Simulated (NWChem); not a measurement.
System: GaIF₂; SMILES [F][Ga]([I])[F]

The following NWChem deck was run.

```
start job
memory heap 200 mb stack 900 mb global 1100 mb
geometry units angstroms noautoz
  Ga     0.000000     0.000000     1.108556
  F      0.000000    -1.466082     2.039826
  F      0.000000     1.466082     2.039826
  I      0.000000     0.000000    -1.329650
end
basis spherical
  * library def2-svp
end
ecp
  I library def2-ecp
end
dft
  xc xcamb88 1.00 lyp 0.81 vwn_5 0.19 hfexch 1.00
  cam 0.33 cam_alpha 0.19 cam_beta 0.46
  iterations 150
  vectors input atomic output neutral.movecs
end
task dft energy
charge 1
dft
  odft
  mult 2
  vectors input atomic output cation.movecs
end
task dft energy
```

Output (shortened):

```
             Northwest Computational Chemistry Package (NWChem) 7.3.0
             --------------------------------------------------------

 C2V symmetry detected

                             Geometry "geometry" -> ""
                             -------------------------

 Output coordinates in angstroms (scale by  1.889725989 to convert to a.u.)

  No.       Tag          Charge          X              Y              Z
 ---- ---------------- ---------- -------------- -------------- --------------
    1 Ga                  31.0000     0.00000000     0.00000000     1.10256920
    2 F                    9.0000     0.00000000    -1.46608200     2.03383920
    3 F                    9.0000     0.00000000     1.46608200     2.03383920
    4 I                   53.0000     0.00000000     0.00000000    -1.33563680

 Effective nuclear repulsion energy (a.u.)     678.6013953953

      Symmetry information
      --------------------

 Group name             C2v
 Group number             16
 Group order               4
 No. of unique centers     3

                                 NWChem DFT Module
                                 -----------------

 Summary of "ao basis" -> "ao basis" (spherical)
 ------------------------------------------------------------------------------
       Tag                 Description            Shells   Functions and Types
 ---------------- ------------------------------  ------  ---------------------
 Ga                         def2-svp                12       32   5s4p3d
 F                          def2-svp                 6       14   3s2p1d
 I                          def2-svp                10       26   4s4p2d

      Symmetry analysis of basis
      --------------------------

        a1         37
        a2          9
        b1         17
        b2         23

            General Information
            -------------------
          SCF calculation type: DFT
          Wavefunction type:  closed shell.
          No. of atoms     :     4
          No. of electrons :    74
           Alpha electrons :    37
            Beta electrons :    37
          Charge           :     0
          Spin multiplicity:     1
          Use of symmetry is: on ; symmetry adaption is: on
          Maximum number of iterations: 150
          AO basis - number of functions:    86
                     number of shells:    34
          Convergence on energy requested:  1.00D-06
          Convergence on density requested:  1.00D-05
          Convergence on gradient requested:  5.00D-04

              XC Information
              --------------
                     Hartree-Fock (Exact) Exchange  1.000
                   CAM-Becke88 Exchange Functional  1.000
                      VWN V Correlation Functional  0.190 local
              Lee-Yang-Parr Correlation Functional  0.810

           Range-Separation Parameters
           ---------------------------
           Alpha           :  0.19
           Beta            :  0.46
           Gamma           :  0.33
           Short-Range HF  :     F

             Grid Information
             ----------------
          Grid used for XC integration:  medium
          Radial quadrature: Mura-Knowles
          Angular quadrature: Lebedev.
          Tag              B.-S. Rad. Rad. Pts. Rad. Cut. Ang. Pts.
          ---              ---------- --------- --------- ---------
          Ga                  1.30      112           9.0       590
          F                   0.50       49          10.0       434
          I                   1.40      123          10.0       590
          Grid pruning is: on
          Number of quadrature shells:   284
          Spatial weights used:  Erf1

      Superposition of Atomic Density Guess
      -------------------------------------

 Sum of atomic energies:       -2468.68800367

      Non-variational initial energy
      ------------------------------

 Total energy =   -2418.450878
 1-e energy   =   -4314.146518
 2-e energy   =    1478.061620
 HOMO         =      -0.364010
 LUMO         =      -0.070938

      Symmetry analysis of molecular orbitals - initial
      -------------------------------------------------

  Numbering of irreducible representations:

     1 a1          2 a2          3 b1          4 b2

  Orbital symmetries:

     1 a1          2 a1          3 a1          4 b2          5 b1
     6 a1          7 b2          8 a1          9 a1         10 a1
    11 b2         12 b1         13 b2         14 a1         15 b1
    16 a1         17 b2         18 b1         19 a1         20 a2
    21 a1         22 b2         23 a1         24 b2         25 a2
    26 b1         27 a1         28 a1         29 a1         30 b2
    31 b1         32 a1         33 a2         34 b2         35 a1
    36 b1         37 b2         38 a1         39 b1         40 b2
    41 a1         42 a1         43 b1         44 a1         45 b2
    46 b1         47 a1

   convergence    iter        energy       DeltaE   RMS-Dens  Diis-err
 ---------------- ----- ----------------- --------- --------- ---------
 d= 0,ls=0.0,diis     1  -2421.9182125891 -2.84D+03  1.86D-02  1.00D+00
 d= 0,ls=0.0,diis     2  -2421.8674958726  5.07D-02  8.39D-03  2.11D+00
 d= 0,ls=0.0,diis     3  -2422.0426065266 -1.75D-01  9.08D-04  1.40D-02
 d= 0,ls=0.0,diis     4  -2422.0434473321 -8.41D-04  2.66D-04  2.56D-03
 d= 0,ls=0.0,diis     5  -2422.0436218351 -1.75D-04  7.62D-05  1.33D-04
  Resetting Diis
 d= 0,ls=0.0,diis     6  -2422.0436286042 -6.77D-06  3.64D-05  6.42D-06
 d= 0,ls=0.0,diis     7  -2422.0436296873 -1.08D-06  1.56D-05  6.19D-07
 d= 0,ls=0.0,diis     8  -2422.0436297218 -3.45D-08  6.86D-06  5.84D-07

         Total DFT energy =    -2422.043629721765
      One electron energy =    -4312.739911534369
           Coulomb energy =     1591.473073471471
    Exchange-Corr. energy =     -118.410810991469
 Nuclear repulsion energy =      417.634019332602

 Numeric. integr. density =       73.999991986642

[...]
```

Level: CAM-B3LYP/def2-SVP with def2 effective core potentials on I, vertical spin-unrestricted ions. All runs use the structure optimised with PBE0/def2-SVP. No frequency run checked for a minimum. def2 effective core potentials on I; no spin-orbit coupling.
